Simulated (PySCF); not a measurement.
Geometry:
| atom | x (Å) | y (Å) | z (Å) |
| --- | --- | --- | --- |
| Si1 | 1.943 | -0.127 | 1.022 |
| C2 | 1.373 | -1.326 | -0.311 |
| Si3 | 0.063 | -0.576 | -1.432 |
| N4 | -1.055 | 0.401 | -0.525 |
| Ge5 | -2.318 | -0.171 | 0.681 |
| H6 | 0.905 | 0.011 | 2.088 |
| H7 | 3.207 | -0.602 | 1.668 |
| H8 | 2.206 | 1.227 | 0.439 |
| H9 | 2.233 | -1.646 | -0.923 |
| H10 | 0.977 | -2.232 | 0.178 |
| H11 | -0.637 | -1.676 | -2.172 |
| H12 | 0.718 | 0.332 | -2.425 |
| H13 | -1.081 | 1.389 | -0.753 |
| H14 | -3.733 | -0.190 | 0.063 |
| H15 | -1.909 | -1.600 | 1.078 |
| H16 | -2.316 | 0.758 | 1.909 |

Geometry: PBE0-D3(BJ)/def2-SVP; GIAO absolute shieldings from PySCF, gas phase, non-relativistic, averaged over equivalent atoms.

At PBE0/pcSseg-1 (178 basis functions, 19 s wall time on 1 thread of an x86-64 server CPU, shared host):
```csv
atoms,σ (ppm)
Si3,377.9
Si1,421.6
C2,193.0
N4,270.7
Ge5,1475.8
H11/H12,26.36
H14/H15/H16,26.57
H6/H7/H8,27.32
H9/H10,31.27
H13,31.81
```

Q: Estimate the result of repeating the calculation with B97-2/pcSseg-1.

A: 
```json
{"atoms": "Si3", "σ at B97-2/pcSseg-1": "384.1", "change": "+6.2"}
{"atoms": "Si1", "σ at B97-2/pcSseg-1": "424.6", "change": "+3.0"}
{"atoms": "C2", "σ at B97-2/pcSseg-1": "192.1", "change": "-0.9"}
{"atoms": "N4", "σ at B97-2/pcSseg-1": "268.1", "change": "-2.6"}
{"atoms": "Ge5", "σ at B97-2/pcSseg-1": "1468.3", "change": "-7.5"}
{"atoms": "H11/H12", "σ at B97-2/pcSseg-1": "26.58", "change": "+0.22"}
{"atoms": "H14/H15/H16", "σ at B97-2/pcSseg-1": "26.73", "change": "+0.16"}
{"atoms": "H6/H7/H8", "σ at B97-2/pcSseg-1": "27.51", "change": "+0.19"}
{"atoms": "H9/H10", "σ at B97-2/pcSseg-1": "31.39", "change": "+0.12"}
{"atoms": "H13", "σ at B97-2/pcSseg-1": "31.92", "change": "+0.11"}
```

The largest change is at Ge5 (germanium bonded to N, 3 H). Cost: 178 basis functions, 16 s wall time on 1 thread of an x86-64 server CPU, shared host.

Relativistic effects, spin–orbit coupling among them, are left out; they matter for Ge and for the light atoms bonded to it.
